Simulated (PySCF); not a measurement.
An unknown shows these calculated signals:

1H NMR (500 MHz, computed): δ 6.64 (m, 1H), 5.56 (s, 2H), 3.82 (q, 2H), 1.36 (t, 3H).

13C{1H} NMR (computed): δ 165.5 (C), 127.6 (CH), 97.0 (CH2), 70.3 (CH2), 17.3 (CH3).

[PySCF 2.14.0 with density-fitted response routines: coordinates at the GFN2-xTB level; NMR shieldings at PBE0/pcSseg-1/GIAO; averaged over atoms made equivalent by symmetry, fast rotation or ring inversion; non-relativistic Hamiltonian; gas phase; one conformer]

Scale: 1H and 13C vs TMS (reference shieldings calculated alike).

Which of these does the molecule contain: a tert-butyl group, a CH3CH2 unit, a non-aromatic C=C double bond, an S-methyl group, an ester?

Answers


- A tert-butyl group: no.
- A CH3CH2 unit: yes (δC 17.3, 70.3; δH 1.36 (t), 3.82 (q)).
- A non-aromatic C=C double bond: yes.
- An S-methyl group: no.
- An ester: no.

The data belong to `CCOCO/C(F)=C/F`, C5H8F2O2; they needn't prove each group on their own.

Carbon signals by region: 1 in the far downfield region (above 160 ppm), 1 in the sp2 and nitrile region (100–160 ppm), 2 at 50–100 ppm, 1 below 50 ppm. Above 160 ppm: 165.5, alkene carbon bearing oxygen.

Splittings by 19F in the carbon and heteronuclear signals aren't shown, as no couplings were computed. Shifts are as computed. Against solution values, carbons near 30 ppm lie about +3 ppm off and those near 130 ppm about +5 ppm. Of 1211 compounds with measured shifts, 218 miss one by over three times the rms of a fit or turn the order of signals round; such compounds aren't used in these exercises. No couplings were computed; multiplicities are counted from neighbouring protons, with m where these are inequivalent, close in shift, in a saturated or five-membered ring or joined by F or P, and br s for small geminal =CH2 splittings.
